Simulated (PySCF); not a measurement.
# Electron correlation in Ga²¹⁺ (gallium, charge +21)

Starting occupation: [Ne]. Calculation: PySCF 2.14, in an even-tempered Gaussian basis (18 s from 1.3 bohr⁻², ratio 2.6; 12 p from 1.7 bohr⁻², ratio 2.6; 6 d from 1.7 bohr⁻², ratio 2.8; 3 f from 49 bohr⁻², ratio 2.8); X2C-1e with screened-nucleus spin-orbit coupling, Gaussian nucleus. Frozen: 1s2; 8 electrons correlated; the 50 highest virtual spinors left out.

MP2 pair energies summed by pair of shells (mhartree):

| pair | energy | share (%) |
| --- | --- | --- |
| 2p1/2-2p3/2 | -97.34 | 33.5 |
| 2p3/2-2p3/2 | -92.77 | 31.9 |
| 2p3/2-2s1/2 | -44.41 | 15.3 |
| 2p1/2-2s1/2 | -22.40 | 7.7 |
| 2p1/2-2p1/2 | -22.29 | 7.7 |
| 2s1/2-2s1/2 | -11.47 | 3.9 |

Total MP2 correlation energy: -290.68 mhartree.

The virtual space was cut to 44 spinors, which keep -223.09 of the -290.68 mhartree of MP2 correlation.

```
  level  correlation energy (mhartree)
   CCSD                        -224.90
    (T)                          -0.06
CCSD(T)                        -224.96
```

Diagnostics: T1 = 0.00013, largest double amplitude 0.005.

Cost of the coupled-cluster step: roughly 8 core-seconds, for 8 occupied and 44 virtual spinors.

The coupled-cluster values are those of the cut space; adding the MP2 remainder, -67.59 mhartree, estimates the full space.

At this charge the one-electron X2C treatment keeps the bare 1/r₁₂, with no two-electron picture change or Breit term. The effect here is smaller than on the frozen 1s shell.
